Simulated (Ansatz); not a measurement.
Species: YBr3 (charge +1, doublet). The spin state was set by rule; other spins were not relaxed. 
Geometry from a B3LYP-D3(BJ)/def2-TZVP (Ansatz, a program for electronic structure) optimisation:
```
Y
Br 1 2.5173
Br 1 2.6717 2 113.56
Br 1 2.6717 2 113.56 3 76.91
```
Charge +1, spin multiplicity 2.

Total electronic energies in hartree. Correlated levels leave the core frozen unless marked. UHF or UKS for open shells. No spin-orbit coupling. Frozen are the shells of the preceding noble gas and the d and f shells that filled before the atom's block. Past Kr the def2 sets carry scalar-relativistic core potentials. STO-3G rows are all-electron and non-relativistic. Basis-set limits of correlation are two-point, X^-3; Hartree-Fock from the larger set. The bracket is a focal-point correction in the basis named.

| level | program | energy (Eh) |
|---|---|---|
| HF/def2-SVPD | Ansatz | -7754.13589 |
| HF/def2-QZVPPD | Ansatz | -7755.23473 |
| RI-HF/def2-QZVPPD | Ansatz | -7755.23463 |
| SVWN5/def2-TZVPD | Ansatz | -7749.96382 |
| PBE/def2-TZVPD | Ansatz | -7759.54933 |
| B97M-V/def2-TZVPD | Ansatz | (withheld) |
| B3LYP-D4/def2-TZVPD | Ansatz + dftd4 | -7760.80479 |
| PBE0-D4/def2-TZVP | Ansatz + dftd4 | -7759.80148 |
| PBE0-D4/def2-TZVPD | Ansatz + dftd4 | -7759.80238 |
| PBE0/def2-QZVPP | Ansatz | -7759.95787 |
| r2SCANh-D4/def2-TZVPD | Ansatz + dftd4 | (withheld) |
| CAM-B3LYP-D3(BJ)/def2-TZVPD | Ansatz + dftd3 | -7761.04039 |
| B2GP-PLYP/def2-TZVPD | Ansatz | (withheld) |
| B2PLYP-D3(BJ)/def2-TZVPD | Ansatz + dftd3 | -7759.31451 |
| B2PLYP/def2-TZVPD | Ansatz | -7759.30678 |
| PBE-QIDH/def2-TZVPD | Ansatz | -7758.61972 |
| RPA@PBE/def2-TZVPP | Ansatz | -7755.90253 |
| MP2/STO-3G | Ansatz | -10931.67802 |
| MP2/def2-SVP | Ansatz | -7754.52097 |
| MP2/def2-TZVPP | Ansatz | -7755.60126 |
| CCSD/def2-SVP | Ansatz | -7754.55296 |
| CCSD(T)/def2-TZVPP | Ansatz | -7755.66928 |
| RI-MP2/CBS(def2-TZVPPD,def2-QZVPPD)+[CCSD(T)-MP2]/def2-TZVPPD | Ansatz | -7755.9161 |

Problem. Some entries are withheld; supply them.

Solution. 
- B97M-V/def2-TZVPD, energy (Eh): -7759.32998
- r2SCANh-D4/def2-TZVPD, energy (Eh): -7760.66486
- B2GP-PLYP/def2-TZVPD, energy (Eh): -7758.83466
